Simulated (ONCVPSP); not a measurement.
# Before and after: ONCV potential for thallium

```json
{
 "Element": "thallium (Tl)",
 "Generator": "ONCVPSP 4.0.1",
 "Type": "optimised norm-conserving Vanderbilt (ONCV)",
 "Functional": "PBEsol",
 "Relativity": "fully relativistic",
 "Frozen core": "[Xe] 4f14 5d10",
 "Valence charge": "3",
 "Reference configuration": "6s1.5 6p1.5",
 "Partial waves": "6s: rc 1.95 bohr, ncon 4, nbas 9, qcut 2.9 1/bohr, 2 projectors, debl 1 Ha; 6p: rc 2.45 bohr, ncon 3, nbas 6, qcut 3.8 1/bohr, 1 projector; d scattering state at 0.06 Ha: rc 2.60 bohr, ncon 3, nbas 6, qcut 3.4 1/bohr, 2 projectors, debl 2.1 Ha",
 "Local potential": "polynomial inside 1.70 bohr (lpopt 3, dvloc0 4 Ha)",
 "Core correction": "none"
}
```

Open shells are filled in proportion to 2j + 1.

Change: s: qcut 2.2; p: qcut 2.9; d: qcut 2.6.

Cutoffs: the cutoffs (Ha) at which the residual kinetic energy of the hardest occupied pseudo-wave falls to 1 and 0.1 mHa per electron; they do not see the model core or the augmentation charge, which bear on the density cutoff. Errors are all-electron minus pseudo energies relative to the spin-unpolarised reference configuration.

**Question.** How do hardness, ghosts and transferability respond?

**Answer.** The potential gets harder (11 Ha and 52 Ha → 46 Ha and 61 Ha); both files keep a bound ghost (d); the errors of the 4 common tests hardly move.

```tsv
quantity	base	changed
cutoff, loose	11 Ha	46 Ha
cutoff, tight	52 Ha	61 Ha
loose cutoff by channel	s 11 Ha, p 4.9 Ha	s 46 Ha, p 4.2 Ha
bound ghosts	d5/2, d3/2	d5/2, d3/2
GHOST(+) flags under 300 eV	s at 86.1 eV	s at 92.5 eV
error for 6s2 6p1, meV [ΔE -3.61 eV]	+5.2	+5.4
error for 6s2 6p0, meV [ΔE 1.64 eV]	+53	+54
error for 6s1 6p0, meV [ΔE 22.49 eV]	+64	+60
error for 6s0 6p3, meV [ΔE 11.42 eV]	+79	+78
s: phases at 1.98 bohr within 0.05 rad from the reference energy up to (Ha; the scan ends near 5)	2.7	2.8
p3/2: phases at 2.49 bohr within 0.05 rad from the reference energy up to (Ha; the scan ends near 5)	1.0	0.8
p1/2: phases at 2.49 bohr within 0.05 rad from the reference energy up to (Ha; the scan ends near 5)	1.2	1.0
d5/2: phases at 2.63 bohr within 0.05 rad from the reference energy up to (Ha; the scan ends near 5)	0.4	0.3
d3/2: phases at 2.63 bohr within 0.05 rad from the reference energy up to (Ha; the scan ends near 5)	0.3	n/a
```

Base: The cutoffs count occupied waves only; projector 2 of the d channel, the hardest unoccupied one, needs 35 Ha at the loose tolerance. A true bound ghost makes a file unfit for plane-wave use even where its test errors are small: the radial tests pick states by their node count and pass the ghost by.
